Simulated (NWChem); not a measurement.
System: CH$_{7}$BGe; SMILES [GeH3][BH]C

Problem. Give the equilibrium geometry at B3LYP/6-31G* (spherical d) (NWChem) as a list of bonds and angles, with the point group.

Solution. point group C1; any orientation.
Bonded distances (Å): B1–Ge2 2.079, B1–H6 1.199, B1–C7 1.560, Ge2–H3 1.554, Ge2–H4 1.552, Ge2–H5 1.552, C7–H8 1.107, C7–H9 1.097, C7–H10 1.095. Bond angles (°): Ge2–B1–H6 116.7, Ge2–B1–C7 124.4, H6–B1–C7 118.8, B1–Ge2–H3 110.0, B1–Ge2–H4 114.5, B1–Ge2–H5 111.9, H3–Ge2–H4 106.8, H3–Ge2–H5 105.8, H4–Ge2–H5 107.3, B1–C7–H8 104.7, B1–C7–H9 113.6, B1–C7–H10 116.3, H8–C7–H9 105.1, H8–C7–H10 106.5, H9–C7–H10 109.7.
